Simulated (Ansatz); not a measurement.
Molecule: CH$_{4}$BCl$_{2}$S (charge +1, singlet). It need not be the lowest isomer of its formula. 
Geometry from a B3LYP-D3(BJ)/def2-TZVP (Ansatz, a program for electronic structure) optimisation:
```xyz
9

C     -2.4215     0.2040     0.5742
S     -1.2540    -0.1919    -0.7684
B      0.5169    -0.0183    -0.0281
Cl     0.7142    -0.4987     1.5964
Cl     1.7100     0.5118    -1.1242
H     -2.1367     1.1260     1.0707
H     -3.4045     0.2761     0.1137
H     -2.3891    -0.6415     1.2572
H     -1.2734     0.9542    -1.4792
```
Charge +1, spin multiplicity 1.

Parts of the frozen-core correlation energy in 6-31G (Ansatz, hartree). Frozen orbitals: 17; correlated occupied orbitals by spin: 15 and 15; virtual: 33 and 33. Spin-orbit coupling is left out. Non-relativistic.

| term | value |
|---|---|
| reference (HF) | -1381.03158 |
| MP2 opposite-spin | -0.22481 |
| MP2 same-spin | -0.06612 |
| CCSD correlation | -0.33090 |
| (T) | -0.00957 |
| T1 diagnostic | 0.015 |
| largest doubles amplitude | 0.038 |
